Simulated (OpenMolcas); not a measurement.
Ga2+: effect of the IPEA shift

```yaml
Program: OpenMolcas 26.06
Basis: ANO-R1 [5s4p3d1f]
Scalar_Hamiltonian: X2C, finite nucleus
Active_space: 1 electron in 4 orbitals (4s 4p)
State_averaging: 2S+1 = 2 even, 1 root; 2S+1 = 2 odd, 3 roots
Spin-orbit_coupling: RASSI with atomic mean-field integrals over the reference wave functions, term energies averaged over their components
```

Methods on the same reference wave functions:
A. CASSCF
B. SS-CASPT2, IPEA 0 Eh, imaginary shift 0.1 Eh (closed shells correlated: 3d)
C. SS-CASPT2, IPEA 0.25 Eh, imaginary shift 0.1 Eh (closed shells correlated: 3d)

Energies in cm-1 above 4s 2S 1/2, the measured ground level; measured values from Shirai, Reader, Kramida and Sugar, J. Phys. Chem. Ref. Data 36, 509 (2007).

```json
{"Level": "4s 2S 1/2", "A": "0.0", "B": "0.0", "C": "0.0", "Measured": "0.0"}
{"Level": "4p 2P* 1/2", "A": "63546", "B": "64097", "C": "64120", "Measured": "65169"}
{"Level": "4p 2P* 3/2", "A": "65301", "B": "65851", "C": "65874", "Measured": "66888"}
```

Deviations, from unrounded energies. A percentage is the sum of absolute deviations over the sum of measured energies, with the sign that they share, or ± where signs differ.

```json
{"Against measurement": "mean absolute deviation (cm-1)", "Levels": "2", "A": "1600", "B": "1100", "C": "1000"}
{"Against measurement": "other configurations (%)", "Levels": "2", "A": "-2.4", "B": "-1.6", "C": "-1.6"}
```

B, C lie about equally close to measurement and A furthest from it. The largest miss of C in the table is 4p 2P* 1/2, by -1000 cm-1. The ranking rests on the paired levels alone, and a cruder setting can come out closer through cancelling errors.

Between B and C the level of the table that moves most is 4p 2P* 1/2, by 23 cm-1 (lowest in B, highest in C).

The lowest spin-free term lies below A's lowest term by 0.367 hartree in B, 0.367 hartree in C.

With one active electron the reference holds no correlation, so core polarisation is missing (holds for A). With one active electron, CASPT2 adds the correlation within the correlated inactive shells and between them and that electron, and leaves the splitting within a term as the reference gives it (holds for B; C). Measured partners are found by configuration, term and J. A level has none where our copy of the source lacks it or the pairing is in doubt (some pairs that miss far off the trend of their configuration count as doubtful), and it then counts in no deviation. Levels of configurations outside the active space are missing.

* marks odd parity.
